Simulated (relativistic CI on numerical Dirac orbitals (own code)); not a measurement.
## Level scheme of Ga13+

These numbers are calculated, not measured: Dirac-Coulomb-Breit CI, orbitals from a KLI potential per configuration, QED by a radiative potential, unscaled Slater integrals (own radial code, finite nucleus).

Configurations in the expansion (outside the closed core [Ne]): 3s²3p⁶, 3s²3p⁵3d, 3s3p⁶3d, 3s²3p⁵4s, 3s²3p⁵4p, 3s²3p⁵4d, 3s3p⁶4s, 3s²3p⁵4f, 3s3p⁶4p, 3p⁶3d4p, 3s3p⁶4d, 3s²3p⁵5s, 3s²3p⁵5p, 3s3p⁶4f, 3s²3p⁵5d, 3s²3p⁵5f, 3s²3p⁵5g, 3s²3p⁵6s, 3s3p⁶5s, 3s²3p⁵6p, 3s3p⁶5p, 3s²3p⁵6d, 3s3p⁶5d, 3p⁶3d², 3p⁵3d³, 3p⁵3d²4s, 3p⁵3d²4p, 3p⁵3d²4d, 3p⁶3d4s, 3p⁵3d4s², 3p⁵3d4s4p, 3p⁵3d4s4d. Double excitations out of closed p, d and f shells are left out; levels of such configurations are missing from the list, as are those of other unlisted configurations, and high levels can miss mixing partners. These lack a partner that the ground configuration has and come out too high: 3s²3p⁵4f, 3s²3p⁵5s, 3s²3p⁵5p, 3s²3p⁵5d, 3s²3p⁵5f.

| No. | Configuration | Term | J | E (cm⁻¹) | % | Landé g | Lifetime (s) | jj configuration (%) |
| --- | --- | --- | --- | --- | --- | --- | --- | --- |
| 1 | 3s²3p⁶ | ¹S | 0 | 0 | 100 |  |  | closed (100) |
| 2 | 3s²3p⁵3d | ³P° | 0 | 555696 | 100 |  |  | 3p3/2^3 3d3/2 (100) |
| 3 | 3s²3p⁵3d | ³P° | 1 | 562066 | 98 | 1.478 | 2.32e-08 | 3p3/2^3 3d3/2 (66) |
| 4 | 3s²3p⁵3d | ³P° | 2 | 575438 | 93 | 1.472 | 3.78e-03 | 3p3/2^3 3d5/2 (59) |
| 5 | 3s²3p⁵3d | ³F° | 4 | 585798 | 100 | 1.249 |  | 3p3/2^3 3d5/2 (100) |
| 6 | 3s²3p⁵3d | ³F° | 3 | 591124 | 87 | 1.086 | 2.42e-01 | 3p3/2^3 3d3/2 (84) |
| 7 | 3s²3p⁵3d | ³F° | 2 | 602226 | 79 | 0.749 | 1.65e-02 | 3p3/2^3 3d3/2 (54) |
| 8 | 3s²3p⁵3d | ³D° | 3 | 631431 | 63 | 1.208 | 4.95e-03 | 3p3/2^3 3d5/2 (97) |
| 9 | 3s²3p⁵3d | ¹D° | 2 | 641956 | 50 | 0.981 | 1.09e-03 | 3p1/2 3p3/2^4 3d3/2 (64) |
| 10 | 3s²3p⁵3d | ³D° | 1 | 645243 | 97 | 0.523 | 6.37e-10 | 3p1/2 3p3/2^4 3d3/2 (50) |
| 11 | 3s²3p⁵3d | ³D° | 2 | 655431 | 56 | 1.126 | 8.25e-04 | 3p1/2 3p3/2^4 3d5/2 (73) |
| 12 | 3s²3p⁵3d | ¹F° | 3 | 659921 | 54 | 1.119 | 5.41e-04 | 3p1/2 3p3/2^4 3d5/2 (87) |
| 13 | 3s²3p⁵3d | ¹P° | 1 | 835114 | 99 | 0.996 | 2.21e-12 | 3p3/2^3 3d5/2 (53) |
| 14 | 3s3p⁶3d | ³D | 1 | 1098357 | 100 | 0.498 | 1.26e-11 | 3s 3d3/2 (100) |
| 15 | 3s3p⁶3d | ³D | 2 | 1100750 | 100 | 1.165 | 1.26e-11 | 3s 3d3/2 (65) |
| 16 | 3s3p⁶3d | ³D | 3 | 1104842 | 100 | 1.333 | 1.26e-11 | 3s 3d5/2 (100) |
| 17 | 3s3p⁶3d | ¹D | 2 | 1162783 | 99 | 0.999 | 1.25e-11 | 3s 3d5/2 (65) |
| 18 | 3s²3p⁵4s | ³P° | 2 | 1820195 | 99 | 1.500 | 3.57e-08 | 3p3/2^3 4s (99) |
| 19 | 3s²3p⁵4s | ³P° | 1 | 1829089 | 53 | 1.264 | 7.16e-12 | 3p3/2^3 4s (96) |
| 20 | 3s²3p⁵4s | ³P° | 0 | 1860665 | 99 |  | 4.29e-08 | 3p1/2 3p3/2^4 4s (99) |
| 21 | 3s²3p⁵4s | ¹P° | 1 | 1867509 | 53 | 1.235 | 6.60e-12 | 3p1/2 3p3/2^4 4s (96) |
| 22 | 3s²3p⁵4p | ³S | 1 | 1950407 | 87 | 1.940 | 9.66e-12 | 3p3/2^3 4p1/2 (55) |
| 23 | 3s²3p⁵4p | ³D | 2 | 1971510 | 60 | 1.140 | 9.06e-12 | 3p3/2^3 4p1/2 (98) |
| 24 | 3s²3p⁵4p | ³D | 3 | 1978429 | 100 | 1.333 | 9.47e-12 | 3p3/2^3 4p3/2 (100) |
| 25 | 3s²3p⁵4p | ¹P | 1 | 1984748 | 39 | 0.947 | 9.51e-12 | 3p3/2^3 4p3/2 (53) |
| 26 | 3s²3p⁵4p | ³P | 2 | 1992754 | 66 | 1.331 | 8.88e-12 | 3p3/2^3 4p3/2 (98) |
| 27 | 3s²3p⁵4p | ³P | 0 | 2010429 | 93 |  | 8.62e-12 | 3p3/2^3 4p3/2 (59) |
| 28 | 3s²3p⁵4p | ³D | 1 | 2011892 | 58 | 0.723 | 9.53e-12 | 3p1/2 3p3/2^4 4p1/2 (91) |
| 29 | 3s²3p⁵4p | ³D | 2 | 2026049 | 38 | 1.194 | 9.22e-12 | 3p1/2 3p3/2^4 4p3/2 (98) |
| 30 | 3s²3p⁵4p | ³P | 1 | 2026635 | 65 | 1.389 | 9.15e-12 | 3p1/2 3p3/2^4 4p3/2 (89) |
| 31 | 3s²3p⁵4p | ¹S | 0 | 2065425 | 93 |  | 1.04e-11 | 3p1/2 3p3/2^4 4p1/2 (59) |
| 32 | 3s²3p⁵4d | ³P° | 0 | 2192470 | 97 |  | 5.26e-11 | 3p3/2^3 4d3/2 (97) |
| 33 | 3s²3p⁵4d | ³P° | 1 | 2195878 | 91 | 1.449 | 1.85e-11 | 3p3/2^3 4d3/2 (61) |
| 34 | 3s²3p⁵4d | ³P° | 2 | 2203850 | 77 | 1.418 | 5.65e-11 | 3p3/2^3 4d5/2 (71) |
| 35 | 3s²3p⁵4d | ³F° | 4 | 2207359 | 100 | 1.250 | 7.05e-11 | 3p3/2^3 4d5/2 (100) |
| 36 | 3s²3p⁵4d | ³F° | 3 | 2208207 | 57 | 1.053 | 6.47e-11 | 3p3/2^3 4d3/2 (98) |
| 37 | 3s²3p⁵4d | ³F° | 2 | 2216757 | 40 | 0.905 | 6.14e-11 | 3p3/2^3 4d3/2 (77) |
| 38 | 3s²3p⁵4d | ¹P° | 1 | 2217042 | 68 | 0.846 | 9.65e-13 | 3p3/2^3 4d5/2 (64) |
| 39 | 3s²3p⁵4d | ³D° | 3 | 2219509 | 62 | 1.214 | 6.50e-11 | 3p3/2^3 4d5/2 (97) |
| 40 | 3p⁶3d² | ³F | 2 | 2236744 | 99 | 0.669 |  | 3d3/2^2 (76) |
| 41 | 3p⁶3d² | ³F | 3 | 2241068 | 100 | 1.082 |  | 3d3/2 3d5/2 (100) |
| 42 | 3p⁶3d² | ³F | 4 | 2246037 | 100 | 1.248 |  | 3d5/2^2 (75) |
| 43 | 3s²3p⁵4d | ³F° | 2 | 2251030 | 59 | 0.820 | 6.18e-11 | 3p1/2 3p3/2^4 4d3/2 (95) |
| 44 | 3s²3p⁵4d | ³D° | 2 | 2253718 | 53 | 1.189 | 5.99e-11 | 3p1/2 3p3/2^4 4d5/2 (89) |
| 45 | 3s²3p⁵4d | ³D° | 3 | 2254439 | 36 | 1.148 | 6.73e-11 | 3p1/2 3p3/2^4 4d5/2 (97) |
| 46 | 3s²3p⁵4d | ³D° | 1 | 2256035 | 65 | 0.704 | 2.33e-12 | 3p1/2 3p3/2^4 4d3/2 (95) |
| 47 | 3p⁶3d² | ¹D | 2 | 2273873 | 71 | 1.136 |  | 3d3/2 3d5/2 (70) |
| 48 | 3p⁶3d² | ³P | 0 | 2275828 | 99 |  |  | 3d3/2^2 (67) |
| 49 | 3p⁶3d² | ³P | 1 | 2277615 | 100 | 1.500 |  | 3d3/2 3d5/2 (100) |
| 50 | 3p⁶3d² | ³P | 2 | 2282340 | 72 | 1.359 |  | 3d5/2^2 (89) |
| 51 | 3p⁶3d² | ¹G | 4 | 2290468 | 100 | 1.000 |  | 3d3/2 3d5/2 (75) |
| 52 | 3s3p⁶4s | ³S | 1 | 2343246 | 97 | 2.001 | 9.14e-12 | 3s 4s (97) |
| 53 | 3p⁶3d² | ¹S | 0 | 2349512 | 51 |  |  | 3s 4s (48) |
| 54 | 3s3p⁶4s | ¹S | 0 | 2380151 | 52 |  | 2.18e-11 | 3s 4s (52) |
| 55 | 3s²3p⁵4f | ³D | 1 | 2381018 | 99 | 0.499 | 8.27e-13 | 3p3/2^3 4f5/2 (99) |
| 56 | 3s²3p⁵4f | ³D | 2 | 2385199 | 91 | 1.133 | 8.40e-13 | 3p3/2^3 4f5/2 (53) |
| 57 | 3s²3p⁵4f | ³G | 5 | 2388357 | 100 | 1.200 | 9.48e-13 | 3p3/2^3 4f7/2 (100) |
| 58 | 3s²3p⁵4f | ³D | 3 | 2391954 | 74 | 1.260 | 8.56e-13 | 3p3/2^3 4f7/2 (82) |
| 59 | 3s²3p⁵4f | ³G | 4 | 2392346 | 68 | 1.041 | 9.56e-13 | 3p3/2^3 4f5/2 (98) |
| 60 | 3s²3p⁵4f | ³G | 3 | 2400816 | 49 | 0.895 | 9.41e-13 | 3p3/2^3 4f5/2 (86) |
| 61 | 3s²3p⁵4f | ³F | 4 | 2404126 | 55 | 1.141 | 9.54e-13 | 3p3/2^3 4f7/2 (97) |
| 62 | 3s²3p⁵4f | ³F | 2 | 2412269 | 51 | 0.831 | 1.05e-12 | 3p3/2^3 4f7/2 (53) |
| 63 | 3s²3p⁵4f | ³G | 3 | 2436175 | 51 | 0.888 | 9.41e-13 | 3p1/2 3p3/2^4 4f5/2 (92) |
| 64 | 3s²3p⁵4f | ³F | 3 | 2438249 | 43 | 1.122 | 9.09e-13 | 3p1/2 3p3/2^4 4f7/2 (89) |
| 65 | 3s²3p⁵4f | ³F | 4 | 2439141 | 42 | 1.117 | 9.53e-13 | 3p1/2 3p3/2^4 4f7/2 (96) |
| 66 | 3s²3p⁵4f | ¹D | 2 | 2448051 | 49 | 0.869 | 1.04e-12 | 3p1/2 3p3/2^4 4f5/2 (94) |
| 67 | 3s3p⁶4p | ³P° | 0 | 2490217 | 97 |  | 4.67e-12 | 3s 4p1/2 (97) |
| 68 | 3s3p⁶4p | ³P° | 1 | 2492110 | 84 | 1.435 | 3.96e-12 | 3s 4p1/2 (91) |
| 69 | 3s3p⁶4p | ³P° | 2 | 2502188 | 97 | 1.500 | 4.77e-12 | 3s 4p3/2 (97) |
| 70 | 3s3p⁶4p | ¹P° | 1 | 2508552 | 86 | 1.064 | 2.24e-12 | 3s 4p3/2 (92) |

Energies count from the lowest computed level; ° marks odd parity; lifetimes are radiative, by E1, M1, E2, M2, E3 decay to levels of this space only; some are left blank where a channel outside the calculation adds to the decay or the decay crosses a small, uncertain gap. Filled j subshells are mostly left out of the jj labels.

The mean weight of the leading LS term, summed over parents, in these 70 levels is 77 %, and that of the leading jj configuration (from the same eigenvectors) 83 %.

At this charge energies of transitions that change n are usually good to better than 1 %, and those within a shell (Δn = 0) to a few per cent.

LS names give the leading component of a level, which can be under half, so a name can repeat, a term be missing and a line seem to break the LS rules.
